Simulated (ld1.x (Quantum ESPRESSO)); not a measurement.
The numbers below are computed, except where a source is named.
## Pseudopotentials across the periodic table

Generated with ld1.x 7.5 (TM, RRKJ, ultrasoft, PAW), atompaw 4.2 or ONCVPSP 4.0.1. The cutoff is in Ry: for ld1.x and atompaw files where the sum of valence levels is converged to 10 mRy in a Bessel basis, for ONCV files where the hardest occupied wave has 1 mHa per electron of residual kinetic energy. The error is the largest all-electron minus pseudo excitation energy over each file’s own four to seven test configurations (ionisations up to +4, promotions, holes and added fractions of an electron), all of which were solved. The labels leave out finer settings (local radius, basis sizes, second energies), which also bear on the numbers. Spin-polarised tests are not counted. The rows are a selection from randomly drawn settings: files with unsolved tests, undetermined cutoffs or missed reference levels are left out.

```csv
element,potential,cutoff (Ry),largest error (meV),bound ghosts
Mg,"TM, BLYP, scalar-relativistic, rc 2.20/3.35/3.55 (spd), local d, core correction yes, reference 3s1.75 3p0.25",8,+96,none
S,"TM, revPBE, non-relativistic, rc 1.25/1.20/1.20 (spd), local s, core correction yes, reference 3s2 3p3",70,+46,none
Br,"RRKJ, PBE, scalar-relativistic, rc 1.35/1.70/1.10 (spd), local smoothed, core correction yes, reference 3d10 4s1.5 4p5.5",200,-235,none
```

(1) Fill in the row for W: TM semilocal, BLYP, scalar-relativistic, rc 2.20/2.58/1.60 (spd), local s, core correction yes, reference 5d4.5 6s1.5 6p0.

(2) Fill in the row for O: TM, LDA (PZ), scalar-relativistic, rc 0.55/1.20/1.10 (spd), local s, core correction yes, reference 2s1.75 2p4.25.

(3) Fill in the row for Ru: RRKJ, PBEsol, non-relativistic, rc 0.95/1.45/1.85 (spd), local d, core correction yes, reference 4s2 4p6 4d5 5s0 5p0.

Answers

(1) cutoff 30 Ry, largest error -37 meV, bound ghosts: none.

(2) cutoff 260 Ry, largest error +79 meV, bound ghosts: none.

(3) cutoff 110 Ry, largest error -47 meV, bound ghosts: none.
